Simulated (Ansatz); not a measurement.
The inner images of a band of H₃SeSn (5 atoms, charge -1, multiplicity 1) are given out of order.

The calculation used RKS PBE0/def2-SVP in Ansatz 0.2.0.

Image 0:

```xyz
5
Properties=species:S:1:pos:R:3
Se -2.279 0.302 0.782
Sn 0.012 -0.002 -0.004
H 0.349 0.472 -1.665
H 0.648 -1.642 0.022
H 1.270 0.869 0.864
```

Image 8:

```xyz
5
Properties=species:S:1:pos:R:3
Se -1.571 0.485 -0.287
Sn 1.058 -0.213 -0.147
H -1.472 0.931 -1.687
H 0.700 -1.780 0.665
H 1.284 0.577 1.456
```

Task: Put them in order from the first end to the last, with their energies above the first end.
A.
```xyz
5
Properties=species:S:1:pos:R:3
Se -1.711 0.491 -0.202
Sn 0.932 -0.169 -0.184
H -1.241 0.826 -1.547
H 0.709 -1.793 0.557
H 1.312 0.644 1.375
```
B.
```xyz
5
Properties=species:S:1:pos:R:3
Se -1.964 0.498 -0.034
Sn 0.635 -0.097 -0.179
H -0.804 0.627 -1.276
H 0.751 -1.786 0.318
H 1.381 0.759 1.172
```
C.
```xyz
5
Properties=species:S:1:pos:R:3
Se -2.211 0.397 0.449
Sn 0.156 -0.045 0.018
H -0.146 0.562 -1.567
H 0.793 -1.697 0.134
H 1.407 0.783 0.966
```
D.
```xyz
5
Properties=species:S:1:pos:R:3
Se -2.270 0.355 0.615
Sn 0.064 -0.024 0.024
H 0.106 0.521 -1.630
H 0.745 -1.657 0.083
H 1.354 0.804 0.908
```
E.
```xyz
5
Properties=species:S:1:pos:R:3
Se -1.851 0.508 -0.148
Sn 0.815 -0.132 -0.209
H -1.027 0.713 -1.368
H 0.721 -1.797 0.442
H 1.341 0.707 1.282
```
F.
```xyz
5
Properties=species:S:1:pos:R:3
Se -2.061 0.455 0.164
Sn 0.454 -0.073 -0.116
H -0.599 0.605 -1.360
H 0.789 -1.763 0.231
H 1.418 0.776 1.082
```
G.
```xyz
5
Properties=species:S:1:pos:R:3
Se -2.135 0.428 0.300
Sn 0.290 -0.060 -0.036
H -0.383 0.588 -1.471
H 0.803 -1.735 0.182
H 1.425 0.779 1.025
```

Result: D (+3.0 kcal/mol), C (+13.3 kcal/mol), G (+30.6 kcal/mol), F (+40.9 kcal/mol), B (+27.0 kcal/mol), E (+9.0 kcal/mol), A (+1.2 kcal/mol).

Time of the run: 2.3 min on 1 thread of Arm Neoverse V1, with other jobs on the host, peak memory 0.25 GiB.
